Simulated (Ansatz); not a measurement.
The cluster Hg₂O₂. Total charge 0; triplet. Geometry PBE0-D4/def2-TZVP; atoms count from 1.

```tsv
atom	x (Å)	y (Å)	z (Å)
Hg1	-0.764	3.633	0.120
Hg2	-0.547	-3.668	0.203
O3	1.221	0.032	-0.350
O4	0.089	0.003	0.026
```

In the def2 sets Hg takes a core potential; there is no spin–orbit coupling. In the triplet geometry the species has come apart into loosely held pieces. The structure comes from a short search, and lower isomers may exist.

Question: Estimate the Mulliken populations from the PBE0/def2-TZVP orbitals of Ansatz.

Answer: 
```json
{"atom": "Hg1", "charge (e)": "0.00", "spin (α − β)": "0.00", "d electrons": "10.00"}
{"atom": "Hg2", "charge (e)": "0.00", "spin (α − β)": "0.00", "d electrons": "10.00"}
{"atom": "O3", "charge (e)": "0.01", "spin (α − β)": "1.00", "d electrons": "–"}
{"atom": "O4", "charge (e)": "0.00", "spin (α − β)": "1.00", "d electrons": "–"}
```
Mulliken values and Mayer orders depend strongly on the basis.

Question: Where does the spin sit?

Answer: Summed by element: Hg 0.00, O 2.00, of 2 unpaired in all. Largest on single atoms: O3 1.00, O4 1.00, Hg1 0.00.

Question: And the Mayer bond orders between bonded heavy atoms (over 0.3)?

Answer: O3–O4 1.82 (1.19 Å).
